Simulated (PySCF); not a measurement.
## Name the molecule from its bond curve

A diatomic of charge +1 contains Cd. Its doublet curve at PBE0 in a double-zeta basis (scalar-relativistic core potentials, PySCF), in eV from the separated fragments:

```tsv
R (Å)	E (eV)
1.967	-0.866
2.058	-1.113
2.150	-1.245
2.218	-1.289
2.287	-1.301
2.356	-1.289
2.447	-1.247
2.561	-1.172
2.699	-1.066
2.882	-0.922
```

The fit gives ωe = 360 cm⁻¹ and the rotational constant Bₑ = 0.2982 cm⁻¹.

Problem. Which atom is the partner?

Solution. The minimum lies at 2.282 Å, so the reduced mass is 16.8576 u Å² cm⁻¹/(Bₑ·Re²) = 10.86 u. With Cd at 113.90 u the partner weighs about 12.0 u: C. The molecule is CdC⁺.

Spin–orbit coupling is left out. The state was picked by a PBE0 search and need not be the measured ground state.
